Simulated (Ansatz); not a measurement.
`NC[S][AlH2]` + `C=N` → `C=[N][AlH2]` + `NCS`  (ligand exchange at the Al–S bond)

Program: Ansatz. Geometries: PBE0-D4/def2-TZVP. ΔE: electronic, gas phase. CCSD(T)/CBS adds triple-zeta CCSD(T) − MP2 to the extrapolated MP2 energy (def2 sets, frozen cores). This one scheme is used for every species. DFT in def2-TZVPP. HSE06 is defined as in plane-wave codes. Each species was taken in one conformer, which may not be the lowest.

`NC[S][AlH2]`:

Cartesian coordinates in Å:
```
N 0.075 -1.740 0.652
C 0.699 -0.448 0.544
S 0.834 0.045 -1.216
Al -0.601 1.668 -1.314
H -0.909 -1.693 0.419
H 0.163 -2.105 1.593
H 1.723 -0.522 0.914
H 0.200 0.364 1.088
H -0.791 2.413 -2.694
H -1.393 2.018 0.015
```

`C=N`:

Z-matrix (Å, degrees):
```
C
N 1 1.261
H 1 1.096 2 124.9
H 1 1.092 2 118.8 3 -180.0
H 2 1.021 1 111.0 3 -0.0
```

`C=[N][AlH2]`:

```xyz
7

C     1.451    0.176    0.321
N     0.247    0.029    0.054
Al   -1.449   -0.176   -0.321
H     2.172   -0.655    0.281
H     1.877    1.148    0.615
H    -1.886    0.032   -1.824
H    -2.412   -0.554    0.873
```

`NCS`:

Cartesian coordinates in Å:
```
N 0.624 -0.059 -0.950
C 0.022 0.427 0.269
S -1.752 0.080 0.361
H 1.598 0.217 -0.999
H 0.585 -1.070 -0.995
H 0.092 1.517 0.283
H 0.474 0.060 1.199
H -1.643 -1.172 0.832
```

| level | ΔE (kcal/mol) |
| --- | --- |
| LDA (SPW92) | 7.3 |
| HSE06-D4 | 9.3 |
| ωB97M-V | 8.0 |
| revPBE | 8.3 |

Question: What does CCSD(T)/CBS give? (Estimate.)

Answer: Ansatz gave: +9.2 kcal/mol. The listed levels differ from it by -1.9, 0.1, -1.2, -0.9 kcal/mol.

Question: What do rigid-rotor, harmonic-oscillator terms from PBE0-D4/def2-TZVP frequencies (298.15 K, 1 bar) make of the CCSD(T)/CBS value? (Best estimate.)

Answer: Ansatz gave: ΔZPE = -2.1 kcal/mol, ΔH = +7.0 kcal/mol, ΔS = -2 J/(mol·K), ΔG = +7.2 kcal/mol. Modes under 50 cm⁻¹ make the entropy rough.

Largest T1 diagnostic among the species: 0.015.

From BLYP to BHLYP (50 % exact exchange), in def2-TZVPP and without D4, ΔE moves by +0.9 kcal/mol. The D4 term adds +0.8 kcal/mol with B3LYP and +0.5 kcal/mol with PBE0; it sums over pairs of atoms, weighted by their polarisabilities, and B3LYP, whose exchange is more repulsive, gets the larger term. Leaving LDA and LC-ωPBE aside and taking each functional with its dispersion term where it has one, the values, not all of them listed here, spread over 3.1 kcal/mol, from CAM-B3LYP-D4 to HSE06-D4. LDA lies −1.0 kcal/mol from PBE without D4.

B3LYP here is the variant with VWN-RPA as its local correlation; programs differ in this.
